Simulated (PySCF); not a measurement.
**Working out the ionisation energy of Xe⁺**

Xe⁺ [Kr] 4d10 5s2 5p5 (2P) → Xe²⁺ [Kr] 4d10 5s2 5p4 (3P). All numbers are calculated (PySCF 2.14, a scalar-relativistic core potential, in aug-cc-pwCVDZ-PP with ECP28MDF (6s5p4d1f, 48 functions)). Frozen: nothing. Energies in hartree (1 hartree = 27.21139 eV):

```tsv
part	Xe⁺ (lower)	Xe²⁺ (upper)
UHF	-327.866233	-327.127482
CCSD correlation	-0.519003	-0.498344
(T)	-0.006647	-0.005911
```

What does Hartree-Fock give?

(-327.127482) − (-327.866233) = 0.738751 hartree = 20.102 eV.

What do CCSD and CCSD(T) give?

The CCSD correlation energies differ by 0.020659 hartree = 0.562 eV and the triples by 0.000736 hartree = 0.020 eV, so CCSD gives 20.664 eV and CCSD(T) 20.684 eV.

Reference: 20.975 eV (semi-empirical (NIST evaluation); NIST Atomic Spectra Database, ionization energies), between the lowest levels; spin-orbit coupling is absent from the calculation.

A double-zeta basis recovers only part of the correlation energy.

What remains against the reference includes basis incompleteness and higher excitations.
